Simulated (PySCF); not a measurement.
**InF₃, singlet: molecular constants**

These are results of BP86/[In def2-TZVP with ECP28, F def2-TZVP], scalar-relativistic core potentials, density fitting, no spin–orbit coupling, PySCF, not measurements.

The structure is a minimum.

* Point group: D3h
* Bond lengths: In–F 1.944 Å (×3)
* Bond angles: F–In–F 120.0° (×3)
* Heat capacity Cp at 298.15 K: 70.8 J/(mol K)
* Principal polarisabilities: 22.7, 34.7, 34.7 bohr³
* Rotational symmetry number: 6
* Zero-point energy: 12.8 kJ/mol
* Principal quadrupole moments (Buckingham, traceless) about the centre of mass: -5.98, -5.98, 11.97 D Å
* Lowest empty level: -4.70 eV
* Rotational constants: 0.1565, 0.1565, 0.07824 cm⁻¹
* Enthalpy at 298.15 K above 0 K: 16.65 kJ/mol
* Dipole moment: 0.00 D
* Atomisation energy without zero-point energy: 1242 kJ/mol
* Entropy at 298.15 K and 1 bar: 311.7 J/(mol K)
* Highest occupied level: -9.33 eV

Harmonic modes (masses in u: In 114.904, F 18.998):
```tsv
symmetry	ω (cm⁻¹)	IR (km/mol, summed over degenerate members)	μ (u)	type
e'	119	52.6	21.50	bend
a2''	139	42.3	26.27	bend
a1'	562	0.0	19.00	stretch
e'	599	173	22.63	stretch
```

In D3h the vibrations span 2e' + a2'' + a1'. The a1' mode carries no infrared intensity, as symmetry demands.

Charges (e):
| atom | Mulliken | Löwdin | polar tensor | Mayer order to In1 |
| --- | --- | --- | --- | --- |
| In1 | 1.20 | 0.58 | 1.80 | – |
| F2,3,4 | -0.40 | -0.19 | -0.60 | 0.93 |

Mulliken populations on In1 (electrons outside its core potential): s 2.79, p 6.67, d 10.23, f 0.12.

Counting electrons, indium keeps none of its valence electrons outside its bonds, so the VSEPR class is AX3 and the expected shape is trigonal planar (D3h), as computed.

The final relaxation and frequency run took of the order of 70 core-seconds on a shared host.
